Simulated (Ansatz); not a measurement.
Basis-set extrapolation for CH8BNSi (`BCN[SiH3]`) (PBE0-D4/def2-TZVP geometry, frozen core, the Gaussian-basis code of Ansatz). Multiplicity 1, RHF reference.

```csv
,def2-TZVPP,def2-QZVPP
HF,-410.638552,-410.654118
MP2 correlation,-0.615309,-0.657182
CCSD(T) correlation,-0.692420,not run
```

Energies in hartree. Use E(X) = E(∞) + A·exp(−7.88·√X) for Hartree–Fock and E(X) = E(∞) + B·X^(−2.97) for correlation, with X = 3 and 4, and add CCSD(T) minus MP2 of the smaller set to the MP2 limit.

Question: What is the CCSD(T) energy at the basis-set limit?

Answer: HF limit: -410.654118 + (-0.015566) × 0.13774 = -410.65626. MP2 limit: -0.657182 + (-0.041873) × 0.74074 = -0.68820. Higher-order term: -0.692420 − (-0.615309) = -0.07711. Total: -411.42157 hartree, 237.9 kJ/mol below CCSD(T)/def2-TZVPP.
